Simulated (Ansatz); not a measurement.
`C=NC(=O)OBCl` + H₂ → `C=NC=O` + `OBCl` at 298.15 K and 1 bar (hydrogenolysis of a C–O bond).

Gas-phase electronic energies from Ansatz, PBE0-D4/def2-TZVP geometries. CBS: MP2 limit from def2 TZ/QZ plus the TZ coupled-cluster correction, frozen cores. This one scheme is used for every species. Each species was taken in one conformer, which may not be the lowest.

| species | CCSD(T)/CBS energy (Eh) | H − E (kJ/mol) | S (J/(mol·K)) |
| --- | --- | --- | --- |
| `C=NC(=O)OBCl` | -767.58187 | 179.6 | 374.4 |
| H₂ | -1.17544 | 35.1 | 130.4 |
| `C=NC=O` | -207.73730 | 144.8 | 279.9 |
| `OBCl` | -561.03999 | 87.8 | 264.5 |

H − E and S are ideal-gas, rigid-rotor, harmonic terms from PBE0-D4/def2-TZVP, for one conformer and one mirror image of each species. The MP2-based limit puts H₂ 0.8 mEh under its directly extrapolated value; such offsets cancel only in part. 1 Eh = 2625.50 kJ/mol, R = 8.31446 J/(mol·K).

Task: By hand: ΔE, ΔH, ΔS and ΔG.

Result: ΔE = (-207.73730) + (-561.03999) − (-767.58187) − (-1.17544) = -0.01998 Eh = -52.5 kJ/mol. Δ(H − E) = 144.8 + 87.8 − 179.6 − 35.1 = 17.9, so ΔH = -34.6 kJ/mol. ΔS = 279.9 + 264.5 − 374.4 − 130.4 = 39.6 J/(mol·K). ΔG = -34.6 − 298.15 × (39.6)/1000 = -46.4 kJ/mol.

Task: By hand: the equilibrium constant, and the temperature at which ΔG would vanish if ΔH and ΔS stayed fixed.

Result: log₁₀ K = −ΔG/(RT ln 10) = 8.1. ΔH and −TΔS have one sign here, so there is no such temperature.

TΔS isn't small against ΔH here. A doubt of 5 kJ/mol in ΔE shifts log₁₀ K by 0.9 here. Other conformers and mirror images would add mixing entropy, several J/(mol·K) or more a flexible species. Modes under 60 cm⁻¹, often nearly free rotors, make the harmonic entropy too high. These are equilibria of isolated gas molecules and say nothing of rates. Largest T1 diagnostic: 0.016 (customary marks: 0.02 for closed shells, 0.045 for open ones).
